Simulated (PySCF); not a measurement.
C2H6GeN2, SMILES [NH2][Ge@H]1[CH]=N[CH2]1. Atoms are numbered in the order given.

```xyz
11

N      1.8926     0.0356     0.7942
Ge     0.4102    -0.2117    -0.2373
C     -1.3021    -0.7153     0.6102
N     -1.9738     0.2954     0.2030
C     -1.0330     1.1594    -0.5211
H      2.7805     0.1416     0.3147
H      1.8273     0.6891     1.5676
H      0.8982    -1.0225    -1.4576
H     -1.7701    -1.5161     1.2023
H     -0.9059     2.1238    -0.0026
H     -1.3771     1.3758    -1.5458
```
Charge 0, spin multiplicity 1.

Coordinates come from a PBE0-D3(BJ)/def2-SVP optimisation. The structure was generated by enumeration; whether it is a known compound was not checked. One conformer was computed; it need not be the lowest.

Level of theory: PBE0/pcSseg-1 (PySCF).

GIAO shieldings, no solvent; atoms alike by connectivity are averaged. δ = σ(ref) − σ: ¹⁵N against NH3 (σ = 267.4 ppm); ⁷³Ge against GeH4 (σ = 1658.3 ppm); ¹³C against TMS (σ = 186.3 ppm); ¹H against TMS (σ = 31.56 ppm), references at their B3LYP-D3(BJ)/def2-TZVP geometries, non-relativistic.

**Question.** Estimate the chemical shifts. (The exact figures need the calculation; the answer reports its results.)

**Answer.** 
| nucleus | atoms | count | δ (ppm) |
|---|---|---|---|
| ¹⁵N | N4 | 1 | 503.4 |
| ¹⁵N | N1 | 1 | 30.1 |
| ⁷³Ge | Ge2 | 1 | 360.6 |
| ¹³C | C3 | 1 | 197.1 |
| ¹³C | C5 | 1 | 72.6 |
| ¹H | H9 | 1 | 8.67 |
| ¹H | H8 | 1 | 6.14 |
| ¹H | H10, H11 | 2 | 4.62 |
| ¹H | H6, H7 | 2 | 1.16 |
